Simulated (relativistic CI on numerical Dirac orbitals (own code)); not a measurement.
# What each ingredient does to the levels of Kr XXXVI

Base calculation: Dirac-Coulomb-Breit CI, separate exchange-only KLI orbitals for each configuration, QED by a radiative potential.

CI space: 1s, 2s, 2p, 3s, 3p, 3d, 4s, 4p, 4d, 4f, 5s, 5p, 5d, 5f, 5g, 6s, 6p, 6d. Levels of other configurations are missing.

Variants: (1) QED terms removed; (2) non-relativistic limit. Shifts of the energy above 1s ²S1/2, in eV, for the lowest level and the first level of each name with at least 55 % of one term (blank where a level changes its place among those of its configuration and J or its character, or is not in the variant):

| Level | Base | Δ(1) | Δ(2) |
| --- | --- | --- | --- |
| 1s ²S1/2 | 0.0 | 0.0 | 0.0 |
| 2p ²P°1/2 | 13429.4 | +11.5 | -204.9 |
| 2s ²S1/2 | 13431.1 | +9.8 | -206.6 |
| 2p ²P°3/2 | 13509.0 | +11.4 | -284.5 |
| 3p ²P°1/2 | 15942.1 | +11.5 | -268.6 |
| 3s ²S1/2 | 15942.6 | +11.0 | -269.1 |
| 3d ²D3/2 | 15965.7 | +11.5 | -292.2 |
| 3p ²P°3/2 | 15965.7 | +11.5 | -292.2 |
| 3d ²D5/2 | 15973.3 | +11.5 | -299.8 |
| 4p ²P°1/2 | 16818.3 | +11.5 | -287.6 |
| 4s ²S1/2 | 16818.5 | +11.3 | -287.9 |
| 4d ²D3/2 | 16828.2 | +11.5 | -297.6 |
| 4p ²P°3/2 | 16828.2 | +11.5 | -297.6 |
| 4f ²F°5/2 | 16831.4 | +11.5 | -300.8 |
| 4d ²D5/2 | 16831.4 | +11.5 | -300.8 |
| 4f ²F°7/2 | 16833.0 | +11.5 | -302.4 |
| 5p ²P°1/2 | 17222.4 | +11.5 | -295.1 |
| 5s ²S1/2 | 17222.5 | +11.4 | -295.2 |
| 5d ²D3/2 | 17227.5 | +11.5 | -300.1 |
| 5p ²P°3/2 | 17227.5 | +11.5 | -300.1 |
| 5f ²F°5/2 | 17229.1 | +11.5 | -301.8 |
| 5d ²D5/2 | 17229.1 | +11.5 | -301.8 |
